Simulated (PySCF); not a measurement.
## Electron correlation in V (vanadium, neutral)

[Ar] 3d3 4s1 4p1, one real determinant (an excited configuration). Calculation: PySCF 2.14, in ANO-RCC-VTZP (6s5p3d2f1g, 59 functions); the spin-free X2C one-electron Hamiltonian (Gaussian nucleus). Frozen: [Ne]; 13 electrons correlated.

MP2 pair energies summed by pair of shells (mhartree):

```json
{"pair": "3p-3p", "energy": "-115.34", "share (%)": "34.0"}
{"pair": "3p-3d", "energy": "-113.45", "share (%)": "33.5"}
{"pair": "3s-3p", "energy": "-38.20", "share (%)": "11.3"}
{"pair": "3d-3d", "energy": "-19.56", "share (%)": "5.8"}
{"pair": "3s-3d", "energy": "-18.37", "share (%)": "5.4"}
{"pair": "3p-4s", "energy": "-9.63", "share (%)": "2.8"}
{"pair": "3d-4s", "energy": "-6.82", "share (%)": "2.0"}
{"pair": "3s-3s", "energy": "-6.24", "share (%)": "1.8"}
{"pair": "3p-4p", "energy": "-4.34", "share (%)": "1.3"}
{"pair": "3d-4p", "energy": "-4.29", "share (%)": "1.3"}
{"pair": "4s-4p", "energy": "-1.58", "share (%)": "0.5"}
{"pair": "3s-4s", "energy": "-0.77", "share (%)": "0.2"}
{"pair": "3s-4p", "energy": "-0.39", "share (%)": "0.1"}
```

Total MP2 correlation energy: -338.98 mhartree.

Same-spin part -110.76 and opposite-spin part -228.22 mhartree; SCS-MP2 scales them by 1/3 and 6/5 to -310.79 mhartree.

The basis was made for the ground configuration and has no added diffuse functions, which can raise the energy of the promoted electron.

The reference is one real determinant that mixes LS terms of this configuration.
